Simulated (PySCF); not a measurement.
InC: energy against distance

Set-up: basis In aug-cc-pVDZ-PP with ECP28, C aug-cc-pVDZ; scalar-relativistic core potentials; PySCF 2.14. Energies in eV from In + C in their ground configurations at the same level. All curves are PBE0. state 1: ⁴Σ⁻ (quartet), unpaired electrons σ ↑, π ↑↑; state 2: Ms = 0.5 determinant of mixed spin (⟨S²⟩ near 1.8), unpaired electrons σ ↓, π ↑↑, a second solution, started from another occupation; state 3: Ms = 0.5 determinant of mixed spin (⟨S²⟩ near 1.8), unpaired electrons σ ↑, π ↑↓, a mixture of terms (⟨Lz²⟩ = 2.0), a second solution, started from another occupation; state 4: ²Π (doublet), unpaired electrons π ↑, a second solution, started from another occupation.

```json
{"R (Å)": "1.919", "state 1": "-2.294", "state 2": "-1.782", "state 3": "-1.683", "state 4": "-1.132"}
{"R (Å)": "2.008", "state 1": "-2.644", "state 2": "-2.113", "state 3": "-2.025", "state 4": "-1.264"}
{"R (Å)": "2.097", "state 1": "-2.833", "state 2": "-2.286", "state 3": "-2.209", "state 4": "-1.275"}
{"R (Å)": "2.164", "state 1": "-2.899", "state 2": "-2.341", "state 3": "-2.271", "state 4": "-1.233"}
{"R (Å)": "2.231", "state 1": "-2.916", "state 2": "-2.349", "state 3": "-2.286", "state 4": "-1.164"}
{"R (Å)": "2.298", "state 1": "-2.896", "state 2": "-2.321", "state 3": "-2.264", "state 4": "-1.079"}
{"R (Å)": "2.387", "state 1": "-2.826", "state 2": "-2.245", "state 3": "-2.193", "state 4": "-0.955"}
{"R (Å)": "2.499", "state 1": "-2.693", "state 2": "-2.108", "state 3": "-2.060", "state 4": "-0.802"}
{"R (Å)": "2.633", "state 1": "-2.492", "state 2": "-1.911", "state 3": "-1.863", "state 4": "-0.634"}
{"R (Å)": "2.811", "state 1": "-2.197", "state 2": "-1.630", "state 3": "-1.573", "state 4": "-0.450"}
```

**Question.** Put a parabola through the three lowest points of the state 1 curve and estimate Re, k and ωe (reduced mass 10.87 u; 1 eV/Å² = 0.16022 mdyn/Å; ωe = 1302.8·√(k/μ) cm⁻¹).

**Answer.** Through R = 2.164, 2.231, 2.298 Å the second-order coefficient is 4.12 eV/Å², so Re ≈ 2.228 Å, k ≈ 1.32 mdyn/Å and ωe ≈ 454 cm⁻¹. A polynomial fit of higher order to the unrounded PBE0 energies gives Re = 2.225 Å, k = 1.36 mdyn/Å, ωe = 461 cm⁻¹; anharmonicity and rounding make the difference.

The higher-order fit for each curve: state 1: Re = 2.225 Å, ωe = 461 cm⁻¹, De = 2.92 eV; state 2: Re = 2.210 Å, ωe = 463 cm⁻¹, minimum 2.35 eV below the ground-state fragments; state 3: Re = 2.221 Å, ωe = 459 cm⁻¹, minimum 2.29 eV below the ground-state fragments; state 4: Re = 2.062 Å, ωe = 533 cm⁻¹, minimum 1.28 eV below the ground-state fragments.

⟨S²⟩ of the unrestricted solution departs from its pure value on part of the curve, where spin states mix. Spin–orbit coupling is left out, which matters for elements this heavy, above all for dissociation energies. The state is the lowest determinant that a PBE0 search found; another state may lie lower at other levels.
